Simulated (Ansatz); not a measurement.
Relaxation of C₂H₂BFO₂ (8 atoms, charge 0, multiplicity 1), to a largest force component of 0.015 eV/Å in at most 40 steps.

Level of theory: RKS PBE0-D4/def2-SVPD (Ansatz).

```xyz
8
Properties=species:S:1:pos:R:3
O 1.943 -0.267 -0.311
B 0.852 0.414 0.479
F -0.520 0.069 0.261
C 1.190 1.470 1.458
C 2.130 2.274 2.158
O 0.769 2.454 2.430
H 2.012 0.358 -1.118
H 3.141 2.505 2.314
```

Problem. Where does it end, and by what steps?

Solution. The forces met the threshold. After 12 steps the energy has fallen by 1.981 eV; H7 moved furthest, 1.06 Å.

| step | energy less start (eV) | largest force component (eV/Å) | accepted |
| --- | --- | --- | --- |
| 0 | 0.0000 | 6.520 | yes |
| 1 | -1.0957 | 2.330 | yes |
| 2 | -1.1687 | 3.381 | yes |
| 3 | -1.5287 | 1.637 | yes |
| 4 | -1.6414 | 1.090 | yes |
| 5 | -1.7582 | 1.924 | yes |
| 6 | -1.8930 | 0.821 | yes |
| 7 | -1.9333 | 0.345 | yes |
| 8 | -1.9763 | 0.184 | yes |
| 9 | -1.9769 | 0.169 | yes |
| 10 | -1.9807 | 0.123 | yes |
| 11 | -1.9811 | 0.029 | yes |
| 12 | -1.9811 | 0.011 | yes |

```xyz
8
Properties=species:S:1:pos:R:3
O 1.922 0.017 -0.602
B 1.065 0.571 0.285
F -0.248 0.311 0.224
C 1.599 1.493 1.356
C 2.026 2.298 2.292
O 0.767 2.352 2.624
H 1.492 -0.555 -1.245
H 2.895 2.789 2.738
```

Run time: 54 s on 2 threads of Arm Neoverse V1, with other jobs on the host, peak memory 0.32 GiB.
